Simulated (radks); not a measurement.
Results of a calculation; reference values are marked as such.
Q: The mean radii <r> (bohr) of the occupied orbitals of an atom or ion are listed with their occupations. Level of theory: non-relativistic Kohn-Sham, PBE, spin-polarised, spherical densities, point nucleus (a radial shooting solver on a logarithmic mesh with Libxc functionals).

orbital  occ.     <r>
1s up       1  0.1040
1s down     1  0.1040
2s up       1  0.5203
2s down     1  0.5197
2p up       3  0.4836
2p down     3  0.4828
3p up       2   1.811

Name the element and its charge. Open shells, if any, are filled with parallel spins first.

A: Z = 15, phosphorus, charge +3: P3+ in [Ne] 3p2. The 1s radius gives Z: for a bare nucleus <r> = 1.5/Z, 0.1 bohr for Z = 15, and screening makes it slightly larger (0.1040 here). The occupations add up to 12, and the charge is Z minus that.
